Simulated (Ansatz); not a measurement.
Relaxation of CH8AlBSi (12 atoms, charge 0, multiplicity 1), to a largest force component of 0.02 eV/Å in at most 50 steps.

Method: Ansatz 0.2.0, RKS r2SCANh-D4/6-31G*.

```xyz
12
Properties=species:S:1:pos:R:3:forces:R:3
C -0.353 1.586 -0.108 -3.80 -1.68 -2.01
B -0.048 0.093 0.079 3.14 -0.33 1.07
Al -0.116 -0.733 1.956 -0.35 -0.15 1.09
Si 0.507 -1.011 -1.438 -1.07 -0.38 0.45
H -1.082 0.563 -0.203 -2.43 0.62 -1.03
H -1.436 1.835 0.235 2.19 1.90 0.88
H -0.304 1.911 -1.188 0.29 0.35 0.94
H 0.315 -2.261 2.161 0.01 0.04 0.11
H -0.470 0.184 3.271 0.10 -0.35 -0.32
H 0.398 -0.225 -2.647 0.13 0.31 -1.01
H -0.533 -2.134 -1.516 0.51 0.38 -0.04
H 1.807 -1.548 -1.218 1.26 -0.72 -0.14
```

Problem. Where does it end, and by what steps?

Solution. It converged. The force dipped under the threshold on the way, but the program's further checks kept it going. After 24 steps the energy has fallen by 2.643 eV; H9 moved furthest, 1.76 Å. Parted: B2–H5.

| step | energy less start (eV) | largest force component (eV/Å) | accepted |
| --- | --- | --- | --- |
| 0 | 0.0000 | 3.797 | yes |
| 1 | -1.1157 | 2.630 | yes |
| 2 | -1.7223 | 2.128 | yes |
| 3 | -2.0418 | 1.231 | yes |
| 4 | -2.1943 | 0.748 | yes |
| 5 | -2.3267 | 0.636 | yes |
| 6 | -2.4256 | 0.498 | yes |
| 7 | -2.4791 | 0.326 | yes |
| 8 | -2.4973 | 0.465 | yes |
| 9 | -2.5102 | 0.290 | yes |
| 10 | -2.5271 | 0.197 | yes |
| 11 | -2.5412 | 0.210 | yes |
| 12 | -2.5535 | 0.427 | yes |
| 13 | -2.5850 | 0.185 | yes |
| 14 | -2.6077 | 0.109 | yes |
| 15 | -2.6104 | 0.402 | yes |
| 16 | -2.6355 | 0.047 | yes |
| 17 | -2.6139 | 0.350 | no |
| 18 | -2.6403 | 0.020 | yes |
| 19 | -2.6423 | 0.048 | yes |
| 20 | -2.6321 | 0.547 | no |
| 21 | -2.6429 | 0.010 | yes |
| 22 | -2.6431 | 0.012 | yes |
| 23 | -2.6429 | 0.033 | no |
| 24 | -2.6432 | 0.002 | yes |

```xyz
12
Properties=species:S:1:pos:R:3
C -1.039 1.316 -0.295
B -0.170 0.067 0.090
Al -0.003 -0.778 2.032
Si 0.756 -0.962 -1.394
H -2.003 0.859 -0.593
H -1.281 2.018 0.508
H -0.700 1.873 -1.176
H -0.999 -1.917 2.554
H 1.188 -0.346 3.008
H 0.964 -0.212 -2.668
H -0.103 -2.146 -1.708
H 2.078 -1.513 -0.973
```

Whether the end is a true minimum wasn't checked by a vibrational analysis.

Time of the run: 59 s on 2 threads of AMD EPYC 9R14 (Zen 4), with other jobs on the host, peak memory 0.21 GiB.
